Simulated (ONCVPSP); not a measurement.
# What one change does to a pseudopotential (argon, ONCV)

| Quantity | Value |
| --- | --- |
| Element | Ar |
| Generator | ONCVPSP 4.0.1 |
| Type | optimised norm-conserving Vanderbilt (ONCV) |
| Functional | PBE |
| Relativity | fully relativistic |
| Frozen core | [Ne] |
| Valence charge | 8 |
| Reference configuration | 3s2 3p6 |
| Partial waves | 3s: rc 1.05 bohr, ncon 3, nbas 6, qcut 4.9 1/bohr, 2 projectors, debl 1 Ha; 3p: rc 1.45 bohr, ncon 4, nbas 7, qcut 6.2 1/bohr, 3 projectors, debl 1.5 Ha; d scattering state at 0.38 Ha: rc 1.60 bohr, ncon 4, nbas 7, qcut 5.5 1/bohr, 1 projector |
| Local potential | polynomial inside 0.70 bohr (lpopt 5, dvloc0 0 Ha) |
| Core correction | none |

Open shells are filled in proportion to 2j + 1.

All-electron outer shells of the reference configuration (PBE, scalar-relativistic, ld1.x):

| shell | level (eV) | outermost node (bohr) | outermost maximum (bohr) |
| --- | --- | --- | --- |
| 2s | -296.99 | 0.12 | 0.34 |
| 2p | -229.89 | – | 0.28 |
| 3s | -24.29 | 0.52 | 1.17 |
| 3p | -10.27 | 0.49 | 1.30 |

Change: p: rc 2.12.

Cutoffs: the cutoffs (Ha) at which the residual kinetic energy of the hardest occupied pseudo-wave falls to 1 and 0.1 mHa per electron; they do not see the model core or the augmentation charge, which bear on the density cutoff. Errors are all-electron minus pseudo energies relative to the spin-unpolarised reference configuration.

**Question.** How do hardness, ghosts and transferability respond?

**Answer.** The potential gets neither clearly harder nor softer (57 Ha and 78 Ha → 57 Ha and 78 Ha); of the 4 tests that both files solve, the error grows in 2 and shrinks in 2 by more than 15 % and 0.3 meV (median size 5.7 → 7.6 meV); neither file shows a bound ghost.

| quantity | base | changed |
| --- | --- | --- |
| cutoff, loose | 57 Ha | 57 Ha |
| cutoff, tight | 78 Ha | 78 Ha |
| loose cutoff by channel | s 57 Ha, p 9.4 Ha | s 57 Ha, p 10 Ha |
| bound ghosts | none | none |
| GHOST(+) flags under 300 eV | none | none |
| error for 3s2 3p5, meV [ΔE 16.06 eV] | +0.8 | -1.4 |
| error for 3s2 3p4, meV [ΔE 44.72 eV] | +9.2 | -6.3 |
| error for 3s2 3p3, meV [ΔE 87.30 eV] | +41 | -13 |
| error for 3s1 3p6, meV [ΔE 30.67 eV] | +2.2 | +8.9 |
| s: phases at 1.06 bohr within 0.05 rad from the reference energy up to (Ha; the scan ends near 5) | 4.0 | 4.0 |
| d5/2: phases at 1.63 bohr within 0.05 rad from the reference energy up to (Ha; the scan ends near 5) | 2.8 | 2.8 |
| d3/2: phases at 1.63 bohr within 0.05 rad from the reference energy up to (Ha; the scan ends near 5) | 2.8 | 2.8 |
